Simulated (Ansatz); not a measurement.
`OCCBF`, relaxed with RKS PBE-D4/def2-SVP in Ansatz from a rough embedded geometry. The force threshold is 0.03 eV/Å; the program also tests the step.

Total charge 0; spin multiplicity 1.

Start:

```xyz
11

O    -1.533   -0.102    0.938
C    -0.229    0.229    1.049
C     0.346    0.622   -0.301
B     0.522   -0.513   -1.346
F     1.354   -1.703   -0.979
H    -1.586   -1.113    0.664
H    -0.174    1.124    1.729
H     0.389   -0.557    1.472
H     1.326    1.120   -0.141
H    -0.310    1.449   -0.754
H    -0.103   -0.556   -2.330
```

| step | energy (eV) | largest force (eV/Å) | largest move (Å) |
| --- | --- | --- | --- |
| 1 | -7597.8412 | 4.073 | 0.000 |
| 2 | -7598.2492 | 3.024 | 0.192 |
| 3 | -7598.3639 | 2.324 | 0.195 |
| 4 | -7598.5351 | 0.739 | 0.146 |
| 5 | -7598.5641 | 0.236 | 0.047 |
| 6 | -7598.5694 | 0.316 | 0.108 |
| 7 | -7598.5817 | 0.113 | 0.021 |
| 8 | -7598.5896 | 0.107 | 0.076 |
| 9 | -7598.6075 | 0.351 | 0.196 |
| 10 | -7598.6160 | 0.816 | 0.198 |
| 11 (rejected) | -7598.6119 | 1.014 | 0.195 |
| 12 | -7598.6461 | 0.390 | 0.097 |
| 13 | -7598.6623 | 0.084 | 0.098 |
| 14 | -7598.6730 | 0.134 | 0.150 |
| 15 | -7598.6755 | 0.466 | 0.140 |
| 16 | -7598.6831 | 0.241 | 0.059 |
| 17 | -7598.6837 | 0.258 | 0.050 |
| 18 | -7598.6851 | 0.113 | 0.095 |
| 19 | -7598.6875 | 0.115 | 0.042 |
| 20 | -7598.6883 | 0.054 | 0.009 |
| 21 | -7598.6884 | 0.014 | 0.005 |

End:

```xyz
11

O    -1.412   -0.396    1.106
C    -0.162    0.271    1.097
C     0.299    0.650   -0.319
B     0.432   -0.523   -1.345
F     0.074   -1.771   -0.990
H    -1.263   -1.272    0.705
H    -0.292    1.185    1.715
H     0.636   -0.333    1.597
H     1.263    1.211   -0.305
H    -0.422    1.372   -0.775
H     0.847   -0.395   -2.487
```

Run time 22 s (4 threads of an Intel Xeon Platinum 8259CL on a shared host); peak host memory 0.18 GiB.
